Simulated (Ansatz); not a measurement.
`[Cl][InH][SeH]` + `CCO[Si](C)(F)Cl` → `CC[O][InH][Cl]` + `C[Si](F)(Cl)[SeH]`  (redistribution)

Gas-phase electronic energies from Ansatz, PBE0-D4/def2-TZVP geometries. CCSD(T)/CBS adds triple-zeta CCSD(T) − MP2 to the extrapolated MP2 energy (def2 sets, frozen cores). DFT in def2-TZVPP. B3LYP here is the variant with VWN-RPA as its local correlation; programs differ in this. def2 core potentials past Kr. For In, Se outer-core shells are correlated without core-valence functions, which leaves a few kJ/mol of doubt a bond. Scalar relativity is left out up to krypton. Each species was taken in one conformer, which may not be the lowest.

```
             level  ΔE (kJ/mol)  difference from CCSD(T)/CBS
         r2SCAN-D4        138.5                          2.2
           PBE0-D4        139.2                          2.9
          B3LYP-D4        141.9                          5.6
           ωB97X-V        139.1                          2.8
               PBE        127.4                         -8.9
            r2SCAN        138.5                          2.2
              PBE0        140.8                          4.5
             B3LYP        145.5                          9.2
    MP2/def2-TZVPP        138.8                          2.5
   CCSD/def2-TZVPP        146.2                          9.9
CCSD(T)/def2-TZVPP        140.4                          4.1
     HF/def2-QZVPP        172.0                         35.7
    MP2/def2-QZVPP        136.4                          0.1
      HF/CBS(def2)        172.0                         35.7
     MP2/CBS(def2)        134.7                         -1.6
    CCSD/CBS(def2)        142.1                          5.8
       CCSD(T)/CBS        136.3                            0
```

Largest T1 diagnostic among the species: 0.015.

The D4 term adds −3.6 kJ/mol with B3LYP and −1.5 kJ/mol with PBE0; it sums over pairs of atoms, weighted by their polarisabilities, and B3LYP, whose exchange is more repulsive, gets the larger term. From PBE to PBE0 (25 % exact exchange), in def2-TZVPP and without D4, ΔE moves by +13.4 kJ/mol. In def2-TZVPP, CCSD(T) changes the Hartree–Fock value by −31.8 kJ/mol (the triples alone add −5.8 kJ/mol) and MP2 by −33.4 kJ/mol.
